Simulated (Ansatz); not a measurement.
`CCSCS` + `[BH2][AlH][OH]` → `[BH2][AlH][O]C` + `CSCS`  (substitution at a C–C bond)

Computed with Ansatz on PBE0-D4/def2-TZVP structures; ΔE is electronic, products minus reactants. CCSD(T)/CBS adds triple-zeta CCSD(T) − MP2 to the extrapolated MP2 energy (def2 sets, frozen cores). DFT in def2-TZVPP. B3LYP here is the variant with VWN-RPA as its local correlation; programs differ in this. One conformer a species, not always the lowest.

CCSD(T)/CBS gives +60.0 kJ/mol.

(1) Another level gave +56.4 kJ/mol. Which?
A. CCSD/def2-TZVPP
B. r2SCAN/def2-TZVPP
C. B3LYP/def2-TZVPP
D. MP2/def2-TZVPP

Largest T1 diagnostic among the species: 0.012.

## Answers

(1) A. CCSD/def2-TZVPP 56.4, r2SCAN 50.6, B3LYP 46.2, MP2/def2-TZVPP 63.5 kJ/mol.

From PBE to PBE0 (25 % exact exchange), in def2-TZVPP and without D4, ΔE moves by +3.1 kJ/mol. In def2-TZVPP, CCSD(T) changes the Hartree–Fock value by +11.5 kJ/mol (the triples alone add +0.8 kJ/mol) and MP2 by +17.8 kJ/mol.
